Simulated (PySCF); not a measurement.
# Computed spin Hamiltonian

Compound: C6H11O2 (doublet state).
Geometry (GFN2-xTB, Å), atoms numbered from 1 in this order:
```xyz
19
C6H11O2 angstrom
C     -1.750    1.395   -0.373
C     -0.920    0.378    0.403
C     -1.711   -0.909    0.649
O      0.243    0.119   -0.376
C      1.379   -0.351    0.307
C      2.351   -0.922   -0.722
C      2.060    0.725    1.120
O      1.679    1.803    1.449
H     -2.021    0.985   -1.343
H     -2.652    1.642    0.178
H     -1.169    2.300   -0.529
H     -0.626    0.816    1.368
H     -1.119   -1.638    1.198
H     -2.604   -0.687    1.226
H     -2.003   -1.346   -0.303
H      1.116   -1.132    1.042
H      2.610   -0.150   -1.441
H      3.252   -1.277   -0.231
H      1.876   -1.742   -1.252
```

The hyperfine couplings belong to this conformer and change with its torsions.

The species is `CC(C)O[C@@H](C)[C]=O` [radical].

Method used: UKS B3LYP, pcH-1 on C H O, non-relativistic, mean-field spin-orbit, GIAO in PySCF 2.14.0. The structure is a single GFN2-xTB conformer in the gas phase; no vibrational or solvent corrections. The geometry wasn't refined by DFT: couplings that depend on bond lengths, twists or pyramidal angles can differ widely from those at the functional's own minimum. No stability test was run, so a lower SCF solution isn't excluded.

```
g1, g2, g3      : 1.99542, 2.00210, 2.00482
g_iso           : 2.00078
Form of g       : rhombic: the two nearest values differ by 29 % of g3 − g1
⟨S²⟩            : 0.7527 (exact 0.7500)
Total energy    : -385.68006 Eh
Basis functions : 310
```

Isotropic coupling and dipolar principal values T1 to T3, in G; ρ(0) is the spin density at the nucleus (MHz turned into gauss with g_iso; 10 G = 1 mT):

| atom | isotope | a_iso | T1 | T2 | T3 | Mulliken spin population | ρ(0) (bohr⁻³) |
| --- | --- | --- | --- | --- | --- | --- | --- |
| C1 | 13C | 0.0 | -0.1 | 0.0 | 0.2 | 0.00 | -0.0001 |
| C2 | 13C | -0.6 | -0.3 | -0.1 | 0.4 | 0.00 | -0.0015 |
| C3 | 13C | 0.9 | -0.2 | -0.1 | 0.3 | 0.00 | 0.0021 |
| O4 | 17O | -3.3 | -7.9 | 3.7 | 4.3 | 0.05 | 0.0152 |
| C5 | 13C | 58.9 | -5.2 | -4.8 | 10.0 | 0.08 | 0.1467 |
| C6 | 13C | -0.6 | -0.5 | 0.0 | 0.5 | 0.00 | -0.0015 |
| C7 | 13C | 108.6 | -17.8 | -17.2 | 35.0 | 0.62 | 0.2706 |
| O8 | 17O | -13.5 | -38.5 | 18.1 | 20.4 | 0.25 | 0.0624 |
| H9 | 1H | -0.1 | -0.3 | -0.3 | 0.6 | 0.00 | 0.0000 |
| H10 | 1H | -0.1 | -0.3 | -0.2 | 0.5 | 0.00 | -0.0001 |
| H11 | 1H | 0.0 | -0.5 | -0.4 | 0.9 | 0.00 | 0.0000 |
| H12 | 1H | 2.3 | -1.3 | -0.7 | 2.0 | 0.00 | 0.0015 |
| H13 | 1H | -0.1 | -0.4 | -0.3 | 0.8 | 0.00 | -0.0001 |
| H14 | 1H | 0.0 | -0.3 | -0.2 | 0.5 | 0.00 | 0.0000 |
| H15 | 1H | -0.1 | -0.3 | -0.3 | 0.6 | 0.00 | 0.0000 |
| H16 | 1H | -3.1 | -2.9 | -1.8 | 4.8 | 0.00 | -0.0019 |
| H17 | 1H | 0.7 | -1.2 | -0.8 | 2.0 | 0.00 | 0.0005 |
| H18 | 1H | 0.7 | -1.5 | -0.9 | 2.4 | 0.00 | 0.0005 |
| H19 | 1H | -0.7 | -0.7 | -0.5 | 1.2 | 0.00 | -0.0005 |

Largest spin populations (Mulliken): C7 (+0.62), O8 (+0.25) and C5 (+0.08).

Axes: g1 points within 13° of the C7–O8 bond.

Under fast tumbling the dipolar parts average out, and these isotropic splittings remain: 1 × 1H (H16, I = 1/2, 2 lines) with 0.31 mT and 1 × 1H (H12, I = 1/2, 2 lines) with 0.23 mT.

The 17O coupling of O8 (-37.8 MHz) shows only in satellite lines or after enrichment, since that isotope makes up about 0.038 % of natural oxygen.

The 13C coupling of C7 (304.2 MHz) shows only in satellite lines or after enrichment, since that isotope makes up about 1.07 % of natural carbon.
